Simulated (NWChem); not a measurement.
# C$_{3}$H$_{7}$NSi; SMILES C=C=C[SiH2]N

```xyz
12

C     -0.6230    -2.5146     0.0000
C      0.2397    -1.5285     0.0010
C      1.0614    -0.5093     0.0020
Si     0.4326     1.2666    -0.0001
N     -1.2878     1.4354    -0.0019
H     -0.9901    -2.9467     0.9368
H     -0.9867    -2.9479    -0.9375
H      2.1435    -0.7081     0.0041
H      0.9697     1.9446    -1.2192
H      0.9678     1.9463     1.2190
H     -1.7981     1.1544    -0.8329
H     -1.8003     1.1520     0.8269
```
Atoms are numbered in this order, from 1.

Geometry: optimised at PBE0/def2-SVP. Not confirmed as a minimum by frequencies.

 Unshifted, non-relativistic core excitations; the lowest 4 roots alone, so stronger bands may lie above.

Q: List the first Si K-edge excitations from PBE/6-311G** (spherical d), restricted-window TDA (NWChem).

A: 
```
state  energy (eV)  dipole oscillator strength           leading excitation (squared amplitude)
-----  -----------  --------------------------  -----------------------------------------------
S1          1778.5                      0.0002    1s of atom 4 or its equivalents → LUMO (1.00)
S2          1778.9                      0.0006  1s of atom 4 or its equivalents → LUMO+1 (1.00)
S3          1779.4                      0.0008  1s of atom 4 or its equivalents → LUMO+2 (1.00)
S4          1780.4                      0.0004  1s of atom 4 or its equivalents → LUMO+3 (1.00)
```
